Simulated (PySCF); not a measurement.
C4H9FOSi.
Numbering: `[CH3:1]/[C:2](=[CH:3]/[O:4][SiH3:5])[CH2:6][F:7]` (hydrogens: H8, H9, H10 on C1; H11 on C3; H12, H13, H14 on Si5; H15, H16 on C6)

The closed-shell SCF was solved with PySCF and density fitting under several settings on one GFN2-xTB geometry (grid level 2 and gas phase unless stated).

| settings | basis functions | SCF cycles | E (Eh) | HOMO (eV) | LUMO (eV) | dipole (D) |
| --- | --- | --- | --- | --- | --- | --- |
| PBE0/pcSseg-1 | 171 | 14 | -621.8576 | -6.70 | 0.08 | 2.46 |
| PBE0/def2-SVPD | 222 | 14 | -621.5876 | -6.76 | -0.10 | 2.39 |
| PBE0/pcSseg-1, fitting basis def2-qzvpp-jkfit | 171 | 10 | -621.8577 | -6.70 | 0.08 | 2.46 |
| B3LYP/pcSseg-1 | 171 | 14 | -622.3838 | -6.48 | -0.12 | 2.45 |

Problem. Estimate the rows for these settings: (1) mPW1PW91/def2-SVP, start guess atom; (2) PBE0/aug-cc-pVDZ, IEF-PCM methanol, fitting basis def2-qzvpp-jkfit; (3) revPBE/ANO-RCC-VDZP.

Solution. 
```
                                                          settings  basis functions  SCF cycles     E (Eh)  HOMO (eV)  LUMO (eV)  dipole (D)
                               mPW1PW91/def2-SVP, start guess atom              147          11  -621.9824      -6.65       0.42        2.34
PBE0/aug-cc-pVDZ, IEF-PCM methanol, fitting basis def2-qzvpp-jkfit              246          10  -621.9421      -6.60      -0.11        2.98
                                               revPBE/ANO-RCC-VDZP              147          15  -622.2058      -5.45      -0.71        2.26
```

Problem. Over all rows, what range does the HOMO–LUMO gap span?

Solution. From 4.74 eV (revPBE/ANO-RCC-VDZP) to 7.07 eV (mPW1PW91/def2-SVP, start guess atom). The functional of the narrowest has no exact exchange, that of the widest 25 % exact exchange.

Problem. And the dipole moment?

Solution. From 2.26 D (revPBE/ANO-RCC-VDZP) to 2.98 D (PBE0/aug-cc-pVDZ, IEF-PCM methanol, fitting basis def2-qzvpp-jkfit); the largest is 1.32 times the smallest, and the median is 2.45 D.

Problem. Compare two rows with the functional PBE0: PBE0/pcSseg-1, fitting basis def2-qzvpp-jkfit and PBE0/def2-SVPD. Which energy is lower, and by how much?

Solution. PBE0/pcSseg-1, fitting basis def2-qzvpp-jkfit (171 functions) lies 0.2701 Eh or 169 kcal/mol below PBE0/def2-SVPD (222 functions). The smaller set gives the lower energy; the two sets aren't nested, so the variational bound doesn't order them by size.

Cycle counts include a coarse-grid stage where the run had one. ANO-RCC sets were contracted for a scalar-relativistic Hamiltonian, but ran non-relativistically here. The species at its GFN2-xTB geometry (one conformer only).

The values belong to the conformer `[CH3:1]/[C:2](=[CH:3]/[O:4][SiH3:5])[CH2:6][F:7]`: C2–C3–O4–Si5 166°, C1–C2–C6–F7 53°.
